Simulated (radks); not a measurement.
The numbers below are computed, except where a source is named.
Ho III, configuration [Xe] 4f11 (the NIST ground configuration). Level of theory: Dirac Kohn-Sham, exchange-only PBE, spin-unpolarised, spherical densities, finite nucleus; open shells fill j = l - 1/2 first; Fermi nuclear charge, rms radius 5.2022 fm (a radial shooting solver on a logarithmic mesh with Libxc functionals).

Unscreened Slater integrals over Kohn-Sham orbitals (cm^-1). Large and small components are both included. Empty in this configuration: 6s1/2.

integral,value
"F0(4f7/2,4f7/2)",243400
"F2(4f7/2,4f7/2)",111710
"F4(4f7/2,4f7/2)",69371
"F6(4f7/2,4f7/2)",49712
"F0(4f7/2,4f5/2)",245890
"F2(4f7/2,4f5/2)",113040
"F4(4f7/2,4f5/2)",70226
"G2(4f7/2,4f5/2)",112760
"G4(4f7/2,4f5/2)",70060
"G6(4f7/2,4f5/2)",50218
"F0(4f7/2,5p3/2)",152710
"F2(4f7/2,5p3/2)",51721
"G2(4f7/2,5p3/2)",28432
"G4(4f7/2,5p3/2)",21410
"F0(4f7/2,5p1/2)",161770
"G4(4f7/2,5p1/2)",24860
"F0(4f7/2,6s1/2)",75179
"G3(4f7/2,6s1/2)",3267.3
"F0(4f5/2,4f5/2)",248420
"F2(4f5/2,4f5/2)",114410
"F4(4f5/2,4f5/2)",71117
"F0(4f5/2,5p3/2)",153410
"F2(4f5/2,5p3/2)",51294
"G2(4f5/2,5p3/2)",27631
"G4(4f5/2,5p3/2)",20908
"F0(4f5/2,5p1/2)",162570
"G2(4f5/2,5p1/2)",32517
"F0(4f5/2,6s1/2)",75293
"G3(4f5/2,6s1/2)",3134.5
"F0(5p3/2,5p3/2)",127640
"F2(5p3/2,5p3/2)",68341
"F0(5p3/2,5p1/2)",132080
"G2(5p3/2,5p1/2)",69837
"F0(5p3/2,6s1/2)",71327
"G1(5p3/2,6s1/2)",6712.4
"F0(5p1/2,5p1/2)",137160
"F0(5p1/2,6s1/2)",71937
"G1(5p1/2,6s1/2)",5435.3
"F0(6s1/2,6s1/2)",58171
